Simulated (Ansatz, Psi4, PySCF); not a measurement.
Molecule: BNH3 (charge 0, doublet). SMILES: B[NH]
Geometry: optimised at B3LYP-D3(BJ)/def2-TZVP (Ansatz, an electronic-structure program).

Property: size of the dipole moment, in D. Set-up: no spin-orbit coupling; 6-31G* and kin with 6d, 5d where marked; LANL2DZ all-electron up to Ne; non-relativistic; UHF or UKS for open shells; 6-311+G** with 5d; dispersion terms only where a functional's name holds one. First-principles rows: single points at B3LYP-D3(BJ) geometries (Ansatz).

```csv
level,program,size of the dipole moment (D)
BLYP/6-31G*,Ansatz,1.47
BP86/6-31G* (5d),PySCF,1.49
B3LYP/STO-3G,Ansatz,1.82
B3LYP/LANL2DZ,Ansatz,1.46
B3LYP/6-31G,Ansatz,1.55
B3LYP/6-31G*,Ansatz,1.55
B3LYP/6-31+G*,Ansatz,1.33
B3LYP/6-31G**,Ansatz,1.53
B3LYP/6-311+G**,Ansatz,1.29
PBE0/6-311+G**,Ansatz,1.34
M06-2X/6-31G* (5d),PySCF,1.61
wB97X-D/6-31G*,Psi4,1.58
B3PW91/6-31G* (5d),PySCF,1.58
```

No value to compare with is used here. The 13 habitual levels span 1.29 (B3LYP/6-311+G**) to 1.82 D (B3LYP/STO-3G).

The levels are drawn from those run, B3LYP/6-31G* more often than the rest, none by its result; left out are runs that failed, that the program found above a lower state of the same kind, or whose <S^2> lies over 0.5 above the pure value.
